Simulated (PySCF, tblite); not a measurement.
Isomers of C5H6F3S (doublet state). Computed values, GFN2-xTB/tblite, gas phase, harmonic and unscaled. Against measured fundamentals such values can be off by several per cent, at times by over 20. One conformer each. Open shells enter through the occupations alone, without spin polarisation, and single modes of such species can be off by tens of per cent.

Electronic energies: B3LYP/pcH-1 single points on the GFN2-xTB geometries (PySCF, gas phase).

| SMILES | electronic energy, lowest = 0 (kJ/mol) |
| --- | --- |
| C=C([CH]C)SC(F)(F)F | 0.0 |
| [H]/[C]=C(/CC)SC(F)(F)F | 125.6 |
| F[C](F)[C@@H](F)C1CSC1 | 134.0 |
| [CH2]CC(=C)SC(F)(F)F | 82.4 |

Question: How do GFN2-xTB zero-point energies change the relative energies?

Answer: 
```tsv
SMILES	ZPE (kJ/mol)	of it from modes above 1550 cm⁻¹	electronic (kJ/mol)	with ZPE, lowest = 0 (kJ/mol)	lowest mode (cm⁻¹)	rings
C=C([CH]C)SC(F)(F)F	254.0	110.2	0.0	0.0	22	0
[CH2]CC(=C)SC(F)(F)F	252.1	120.4	82.4	80.5	29	0
[H]/[C]=C(/CC)SC(F)(F)F	254.7	121.2	125.6	126.3	2	0
F[C](F)[C@@H](F)C1CSC1	267.0	107.5	134.0	147.0	51	1
```

The zero-point energies span 14.9 kJ/mol, from `[CH2]CC(=C)SC(F)(F)F` to `F[C](F)[C@@H](F)C1CSC1`. The order is unchanged.

Question: And how do the electronic energies of GFN2-xTB itself compare?

Answer: `C=C([CH]C)SC(F)(F)F` 0.0; `[CH2]CC(=C)SC(F)(F)F` 94.2; `[H]/[C]=C(/CC)SC(F)(F)F` 89.5; `F[C](F)[C@@H](F)C1CSC1` 9.3 kJ/mol, lowest = 0. Against the energies above, taken from the same isomer `C=C([CH]C)SC(F)(F)F`, the largest difference is 124.7 kJ/mol.
